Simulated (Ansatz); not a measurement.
`CC(=O)SC12CC3CC(CC(C3)C1)C2` with charge -1. Charge -1, multiplicity 2. Geometry PBE0-D4/def2-SVP, that of the neutral singlet; atoms count from 1.

| atom | x (Å) | y (Å) | z (Å) |
| --- | --- | --- | --- |
| C1 | -3.393 | -3.067 | -0.965 |
| C2 | -2.468 | -2.051 | -0.342 |
| O3 | -2.598 | -1.638 | 0.782 |
| S4 | -1.177 | -1.555 | -1.465 |
| C5 | -0.164 | -0.350 | -0.517 |
| C6 | 0.462 | -0.996 | 0.724 |
| C7 | 1.377 | 0.023 | 1.415 |
| C8 | 0.555 | 1.250 | 1.822 |
| C9 | -0.057 | 1.895 | 0.575 |
| C10 | 1.058 | 2.316 | -0.385 |
| C11 | 1.872 | 1.085 | -0.792 |
| C12 | 2.491 | 0.446 | 0.454 |
| C13 | 0.953 | 0.071 | -1.484 |
| C14 | -0.979 | 0.886 | -0.121 |
| H15 | -2.832 | -3.972 | -1.241 |
| H16 | -4.176 | -3.322 | -0.239 |
| H17 | -3.846 | -2.663 | -1.882 |
| H18 | 1.037 | -1.887 | 0.422 |
| H19 | -0.332 | -1.325 | 1.410 |
| H20 | 1.816 | -0.444 | 2.312 |
| H21 | -0.241 | 0.956 | 2.526 |
| H22 | 1.197 | 1.978 | 2.348 |
| H23 | -0.650 | 2.777 | 0.867 |
| H24 | 1.716 | 3.060 | 0.097 |
| H25 | 0.628 | 2.800 | -1.278 |
| H26 | 2.669 | 1.379 | -1.495 |
| H27 | 3.100 | -0.430 | 0.170 |
| H28 | 3.169 | 1.162 | 0.948 |
| H29 | 0.513 | 0.512 | -2.394 |
| H30 | 1.529 | -0.816 | -1.798 |
| H31 | -1.427 | 1.335 | -1.023 |
| H32 | -1.799 | 0.587 | 0.548 |

The highest occupied level of the charge -1 doublet lies above zero (up to 3.47 eV). By energy differences it is unbound by 1.54 eV (vertical, to the charge 0 singlet, at PBE0-D4/def2-SVP) and held by the finite basis.

(1) Estimate the Mulliken populations of the heavy atoms from the PBE0/def2-SVP orbitals of Ansatz.

(2) Where does the spin sit?

(3) And the Mayer bond orders between bonded heavy atoms (over 0.3)?

Answers

(1) 
```
atom  charge (e)  spin (α − β)
  C1        0.01         -0.07
  C2       -0.16          0.63
  O3       -0.40          0.28
  S4       -0.15          0.00
  C5       -0.51          0.02
  C6        0.19          0.00
  C7       -0.19          0.00
  C8        0.08          0.00
  C9       -0.19          0.00
 C10        0.08          0.00
 C11       -0.18          0.00
 C12        0.09          0.00
 C13        0.16          0.00
 C14        0.20         -0.02
```
Mulliken values and Mayer orders depend strongly on the basis.

(2) Summed by element: C 0.56, O 0.28, S 0.00, H 0.16, of 1 unpaired in all. Largest on single atoms: C2 0.63, O3 0.28, C1 -0.07.

(3) C1–C2 1.04 (1.51 Å); C2–O3 1.73 (1.20 Å); C2–S4 0.85 (1.78 Å); S4–C5 1.07 (1.84 Å); C5–C6 0.96 (1.53 Å); C5–C13 0.99 (1.54 Å); C5–C14 0.96 (1.53 Å); C6–C7 1.03 (1.53 Å); C7–C8 1.04 (1.53 Å); C7–C12 1.04 (1.53 Å); C8–C9 1.04 (1.53 Å); C9–C10 1.04 (1.53 Å); C9–C14 1.03 (1.53 Å); C10–C11 1.04 (1.53 Å); C11–C12 1.04 (1.53 Å); C11–C13 1.04 (1.53 Å).
